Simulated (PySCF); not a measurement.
How methods differ on the interval between two levels of Br³⁺

Br³⁺ [Ar] 3d10 4s2 4p2 [3P2, M_J = 2] → Br³⁺ [Ar] 3d10 4s1 4p3 [5S2, M_J = 2], as a difference of total energies. All numbers are calculated (PySCF 2.14, the two-component X2C-1e Hamiltonian, in x2c-TZVPall-2c with one added diffuse shell each of s, p, d type (7s8p5d1f, 63 functions)). Correlated levels: [Ne] frozen. "Screened" scales the spin-orbit matrix elements by Boettger's factors to mimic the two-electron term; Breit and QED terms are absent.

```csv
method,interval between two levels (cm⁻¹)
GHF (spin-free),62556
GMP2 (spin-free),73159
GHF (screened spin-orbit),61049
GMP2 (screened spin-orbit),71565
```

The labels give the starting determinants; with spin-orbit coupling the two ends relaxed to ⟨J²⟩ = 6.00, ⟨L²⟩ = 2.24, ⟨S²⟩ = 1.89 and ⟨J²⟩ = 6.00, ⟨L²⟩ = 0.01, ⟨S²⟩ = 5.99.
